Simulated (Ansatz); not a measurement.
```xyz
11

C    -1.478    1.750    0.526
Al   -0.301    0.215    0.331
C     1.047   -0.466   -0.941
Si    0.886   -1.781    0.379
F     0.599   -3.308   -0.040
H    -0.900    2.640    0.794
H    -1.977    1.964   -0.424
H    -2.244    1.596    1.289
H     1.979   -0.169   -1.420
H     0.286   -0.637   -1.730
H     2.102   -1.803    1.236
```

Charge 0, multiplicity 1.

Problem. List the PBE/def2-TZVPP orbital energies in eV (Ansatz). (An estimate is asked.)

Solution. The calculation gave: Occupied: -1779.92, -1506.74, -659.38, -268.80, -268.44, -137.54, -107.00, -94.32, -94.25, -94.24, -69.12, -68.91, -68.84, -29.02, -17.24, -16.85, -12.68, -10.82, -10.51, -10.08, -10.07, -9.91, -9.74, -8.68, -7.96, -6.25, -5.10. Lowest empty: -2.36, -1.39, -0.24, 0.28, 0.66, 1.42, 1.52, 1.76.
